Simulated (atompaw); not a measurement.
**Cutoff test, Tb, PAW (atompaw)**

- Element: terbium
- Generator: atompaw 4.2.0.5
- Type: PAW
- Functional: PBE
- Relativity: scalar-relativistic
- Frozen core: [Kr] 4d10
- Valence charge: 19
- Reference configuration: 4f9 5s2 5p6 5d0 6s2 6p0
- Partial waves: 5s (bound): rc 2.40 bohr; 6s (bound): rc 2.05 bohr; 5p (bound): rc 1.95 bohr; 6p (bound, empty): rc 2.75 bohr; 5d (bound, empty): rc 3.00 bohr; 5d channel at 0.3 Ry: rc 3.00 bohr; 4f (bound): rc 1.50 bohr; 4f channel at 0.15 Ry: rc 1.50 bohr
- Local potential: troulliermartins scheme with l = 4 at 0.5 Ry, radius 3.00 bohr
- Core correction: smooth core density matched at 2.70 bohr
- Augmentation charge: sinc compensation charge, radius 2.85 bohr; PAW radius 3.00 bohr; waves and projectors: custom polynom gramschmidtortho

The pseudo-atom Hamiltonian at the reference potential is diagonalised in spherical Bessel functions j_l(qr) that vanish at 20 bohr, with q² up to the cutoff. All-electron valence levels (Ry): 5s -3.4901, 6s -0.2723, 5p -1.8251, 6p -0.0862, 5d -0.0956, 4f -0.2228.

Problem. How do the lowest levels (Ry) of each channel move with the cutoff, and are there ghosts?

Solution.

| cutoff (Ry) | s #1 | s #2 | s #3 | p #1 | p #2 | d #1 | d #2 | f #1 | f #2 | Σ f·Δε (mRy) |
| --- | --- | --- | --- | --- | --- | --- | --- | --- | --- | --- |
| 8 | -3.4864 | -0.2696 | 0.0017 | -1.5247 | -0.0853 | -0.0936 | 0.0513 | 0.0939 | 0.2047 | 4665.0 |
| 12 | -3.4894 | -0.2722 | 0.0012 | -1.8018 | -0.0860 | -0.0953 | 0.0510 | 0.0938 | 0.2045 | 2991.2 |
| 18 | -3.4900 | -0.2723 | 0.0012 | -1.8245 | -0.0861 | -0.0956 | 0.0510 | 0.0938 | 0.2041 | 2853.3 |
| 30 | -3.4901 | -0.2723 | 0.0012 | -1.8250 | -0.0861 | -0.0956 | 0.0510 | 0.0275 | 0.0944 | 2253.5 |
| 40 | -3.4901 | -0.2723 | 0.0012 | -1.8250 | -0.0861 | -0.0956 | 0.0510 | -0.1734 | 0.0940 | 444.5 |
| 50 | -3.4901 | -0.2723 | 0.0012 | -1.8251 | -0.0861 | -0.0956 | 0.0510 | -0.2167 | 0.0940 | 55.0 |
| 60 | -3.4901 | -0.2723 | 0.0012 | -1.8251 | -0.0861 | -0.0956 | 0.0510 | -0.2185 | 0.0940 | 38.6 |
| 80 | -3.4901 | -0.2723 | 0.0012 | -1.8251 | -0.0861 | -0.0956 | 0.0510 | -0.2215 | 0.0940 | 12.1 |
| 110 | -3.4901 | -0.2723 | 0.0012 | -1.8251 | -0.0861 | -0.0956 | 0.0510 | -0.2225 | 0.0940 | 2.7 |
| 140 | -3.4901 | -0.2723 | 0.0012 | -1.8251 | -0.0861 | -0.0956 | 0.0510 | -0.2227 | 0.0940 | 0.6 |
| 180 | -3.4901 | -0.2723 | 0.0012 | -1.8251 | -0.0861 | -0.0956 | 0.0510 | -0.2228 | 0.0940 | 0.3 |
| 400 | -3.4901 | -0.2723 | 0.0012 | -1.8251 | -0.0861 | -0.0956 | 0.0510 | -0.2228 | 0.0940 | 0.0 |

Result: no extra level below or beside the all-electron valence levels (s, p, d, f tested); 10 mRy is reached at 90 Ry and 1 mRy at 140 Ry.
